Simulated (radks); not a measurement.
Question: Bi+, configuration [Hg] 6p2. Calculated with a radial shooting solver on a logarithmic mesh with Libxc functionals: scalar-relativistic Kohn-Sham, SCAN, spin-polarised, spherical densities, finite nucleus; open shells are filled with parallel spins first (spin-orbit coupling, left out, can overturn this in heavy ions); meta-GGA in the generalised Kohn-Sham scheme; Fermi nuclear charge, rms radius 5.5211 fm. Some entries of the table are withheld. Estimate them.

orbital  occ.  eigenvalue (eV)  r(max) (bohr)  <r^2> (bohr^2)
1s up       1        -90732.06       0.009660       0.0003464
1s down     1        -90732.03       0.009660       0.0003464
2s up       1        -16339.99        0.05615        0.005241
2s down     1        -16339.98        0.05615        0.005241
2p up       3        -13978.79        0.04691        0.004485
2p down     3        -13978.76        0.04691        0.004485
3s up       1        -3964.221         0.1583         0.03364
3s down     1        -3964.203         0.1583         0.03364
3p up       3        -3286.020         0.1587         0.03499
3p down     3        -3285.997         0.1587         0.03499
3d up       5        -2602.307         0.1296         0.02905
3d down     5        -2602.282         0.1296         0.02905
4s up       1        -923.1071         0.3559          0.1602
4s down     1        -923.0834         0.3559          0.1602
4p up       3        -699.9054         0.3757          0.1837
4p down     3        -699.8850         0.3757          0.1837
4d up       5        -443.4972         0.3814          0.2058
4d down     5        -443.4650         0.3814          0.2058
5s down     1        -168.6790         0.7708          0.7775
5s up       1        -168.6642         0.7708          0.7760
4f up       7        -162.3075            (1)          0.2323
4f down     7        -162.2540            (2)          0.2322
5p down     3        -106.1889         0.8618           1.012
5p up       3        -106.1165         0.8610           1.013
5d up       5         -35.8041          1.028           1.770
5d down     5         -35.6028          1.028           1.736
6s up       1         -23.2041            (3)           5.244
6s down     1         -21.7756            (4)           4.973
6p up       2         -12.3946          2.386           8.574

Answer: 
(1) 4f up r(max) (bohr): 0.3425
(2) 4f down r(max) (bohr): 0.3425
(3) 6s up r(max) (bohr): 1.863
(4) 6s down r(max) (bohr): 1.846
